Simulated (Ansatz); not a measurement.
`C=C[SiH3]` + `[SiH3][GaH][SH]` → `[SiH3][S][GaH][SiH3]` + `C=C` at 500 K and 1 bar (ligand exchange at the Si–C bond).

Isolated molecules relaxed with PBE0-D4/def2-TZVP in Ansatz; ΔE leaves out vibrations. CCSD(T)/CBS adds triple-zeta CCSD(T) − MP2 to the extrapolated MP2 energy (def2 sets, frozen cores). This one scheme is used for every species. For Ga outer-core shells are correlated without core-valence functions, which leaves a few kJ/mol of doubt a bond. Scalar relativity is left out up to krypton. One conformer a species, not always the lowest.

| species | CCSD(T)/CBS energy (Eh) | H − E (kJ/mol) | S (J/(mol·K)) |
| --- | --- | --- | --- |
| `C=C[SiH3]` | -368.76077 | 209.7 | 334.4 |
| `[SiH3][GaH][SH]` | -2613.82650 | 150.4 | 408.0 |
| `[SiH3][S][GaH][SiH3]` | -2904.12965 | 211.4 | 491.7 |
| `C=C` | -78.48111 | 155.1 | 245.3 |

H − E and S are ideal-gas, rigid-rotor, harmonic terms from PBE0-D4/def2-TZVP, for one conformer and one mirror image of each species. 1 Eh = 2625.50 kJ/mol, R = 8.31446 J/(mol·K).

Question: By hand: ΔE, ΔH, ΔS and ΔG.

Answer: ΔE = (-2904.12965) + (-78.48111) − (-368.76077) − (-2613.82650) = -0.02349 Eh = -61.7 kJ/mol. Δ(H − E) = 211.4 + 155.1 − 209.7 − 150.4 = 6.4, so ΔH = -55.3 kJ/mol. ΔS = 491.7 + 245.3 − 334.4 − 408.0 = -5.4 J/(mol·K). ΔG = -55.3 − 500 × (-5.4)/1000 = -52.6 kJ/mol.

Question: By hand: the equilibrium constant, and the temperature at which ΔG would vanish if ΔH and ΔS stayed fixed.

Answer: log₁₀ K = −ΔG/(RT ln 10) = 5.5. ΔG = 0 at ΔH/ΔS = 10241 K, far beyond where these terms or the molecules hold.

The number of gas molecules stays the same, so ΔS is small and ΔH decides. A doubt of 5 kJ/mol in ΔE shifts log₁₀ K by 0.5 here. Other conformers and mirror images would add mixing entropy, several J/(mol·K) or more a flexible species. Modes under 60 cm⁻¹, often nearly free rotors, make the harmonic entropy too high. These are equilibria of isolated gas molecules and say nothing of rates. Largest T1 diagnostic: 0.014 (customary marks: 0.02 for closed shells, 0.045 for open ones).
